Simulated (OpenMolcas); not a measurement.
Mn3+ among 5 point charges of -1.5 e arranged as a trigonal bipyramid (D3h), 1.91 Å from the ion, with the axial distance 2.426 Å.
```
   1.9100    0.0000    0.0000  -1.50
  -0.9550    1.6541    0.0000  -1.50
  -0.9550   -1.6541    0.0000  -1.50
   0.0000    0.0000    2.4257  -1.50
   0.0000    0.0000   -2.4257  -1.50
```

```yaml
Program: OpenMolcas
Method: CASSCF
Basis: ANO-RCC-VDZP [5s4p2d1f]
Scalar_Hamiltonian: DKH2, point nucleus
Active_space: 4 electrons in 5 orbitals (3d)
State_averaging: 2S+1 = 5 even, 5 roots; 2S+1 = 3 even, 45 roots; 2S+1 = 1 even, 50 roots
Spin-orbit_coupling: RASSI with atomic mean-field integrals over the reference wave functions
```

(1) What is the spin-free ground state (labels of D3, the rotations of D3h)?

(2) Where is the first state of the same spin?

(3) What are the lowest two levels with spin-orbit coupling?

(4) What is χT at 300 K, and how does it compare with the textbook value?

Results:

(1) 5E, 2-fold in its orbital part, 100 % from free-ion D terms; it has the highest spin that d4 allows.

(2) 5A1 at 1640 cm-1 above the ground state.

(3) A 1-fold level A1, then a 1-fold level A2 0.7 cm-1 above it. Their leading multiplicities are 5 (100 %) and 5 (100 %).

(4) The lowest level has 2S+1 = 5, for which the spin-only value is χT = S(S+1) / 2 = 3.000 cm3 K/mol (g = 2). The computed 1.922 at 300 K differs by -1.078, through orbital momentum, spin-orbit coupling and any other state in reach.

An orbital doublet at a regular site is open to a Jahn-Teller distortion, which this geometry leaves out. Without dynamic correlation the repulsion within the d shell is too large (B by tens of per cent), so at a given field states of lower spin stand too high. The ground term spreads over less than 5000 cm-1, several times less than with real ligands, so orbital moments are less quenched and χT lies further from the spin-only value than at real sites. Point charges carry no covalency, so the field is a model and not that of real ligands. No measured value stands beside these numbers.
